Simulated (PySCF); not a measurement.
Electron correlation in Cu (copper, neutral)

[Ar] 3d10 4p1, 2P determinant (an excited configuration). Computed with PySCF 2.14 in aug-cc-pVDZ-DK, with the spin-free X2C one-electron Hamiltonian (Gaussian nucleus). Frozen: [Ar]; 11 electrons correlated.

```json
{"level": "CCSD", "correlation energy (mhartree)": "-381.86"}
{"level": "(T)", "correlation energy (mhartree)": "-14.41"}
{"level": "CCSD(T)", "correlation energy (mhartree)": "-396.27"}
```

Diagnostics: T1 = 0.031, D1 = 0.1030, largest double amplitude 0.025.

Question: Is a single reference adequate?

Answer: Largely. T1 is above 0.03 while the doubles stay small, so the singles mainly relax the orbitals.
